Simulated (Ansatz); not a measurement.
(H3Sn)2S (Sn2H6S). Charge 0, multiplicity 1. Geometry relaxed at r2SCAN-D4/def2-SVP.

```xyz
9

Sn    0.402   -1.737   -0.503
H    -0.644   -1.659   -1.858
H     0.626   -3.347    0.022
H     1.900   -0.986   -0.875
S    -0.621   -0.587    1.381
Sn   -0.438    1.703    0.582
H    -1.401    2.629    1.647
H     1.203    2.198    0.631
H    -1.027    1.785   -1.027
```

In the def2 sets Sn takes a core potential; there is no spin–orbit coupling.

Task: Estimate the harmonic wavenumbers at RKS r2SCAN-D4/def2-SVP (Ansatz, unscaled). Is this a minimum?

Result: 41, 56, 66, 323, 355, 451, 465, 477, 498, 676, 705, 707, 708, 714, 727, 1904, 1910, 1916, 1920, 1941, 1945 cm⁻¹. Yes, no mode is imaginary beyond noise. Zero-point energy 110.7 kJ/mol. Hardware: 4 threads of Arm Neoverse V1 on a shared host. Wall time 71 s.
